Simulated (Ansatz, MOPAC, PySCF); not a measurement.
Complex: NH3 (SMILES N) (first 4 atoms) with CH5N (SMILES CN); geometry from B3LYP-D3(BJ)/def2-TZVP.
(charge 0, multiplicity 1):
| atom | x (Å) | y (Å) | z (Å) |
|---|---|---|---|
| N | 0.3039 | -0.1805 | 0.2000 |
| H | 0.1075 | 0.3243 | 1.0642 |
| H | 0.6198 | 0.4951 | -0.4866 |
| H | -0.5733 | -0.5587 | -0.1396 |
| C | -0.0322 | -0.6871 | 3.6376 |
| N | 0.1760 | 0.7051 | 3.2295 |
| H | 0.5086 | -1.3397 | 2.9519 |
| H | -1.0925 | -0.9293 | 3.5515 |
| H | 0.2864 | -0.9165 | 4.6621 |
| H | 1.1535 | 0.9582 | 3.3139 |
| H | -0.3475 | 1.3393 | 3.8204 |

Interaction energies are E(AB) − E(A) − E(B) at the monomers' geometry in the complex; basis-set methods are counterpoise corrected. Rows marked so take none.

Rows in STO-3G carry no dispersion term and start afresh at each structure. The state that PM3, PM6 reach isn't checked.

Codes used: Ansatz (Gaussian basis) for Hartree–Fock, density functionals and correlated methods; MOPAC for PM3, PM6 (differences of heats of formation); PySCF for STO-3G rows. 

**Question.** One of these levels gives -93.8 meV for the interaction energy. Which one is it?
(A) HF/STO-3G (no counterpoise)
(B) PM3
(C) PM6
(D) r2SCAN/def2-TZVPPD

**Answer.** C, PM6. The others give 35.0 (PM3), -117.1 (HF/STO-3G (no counterpoise)), -153.0 (r2SCAN/def2-TZVPPD)

Ansatz is a program for electronic structure.
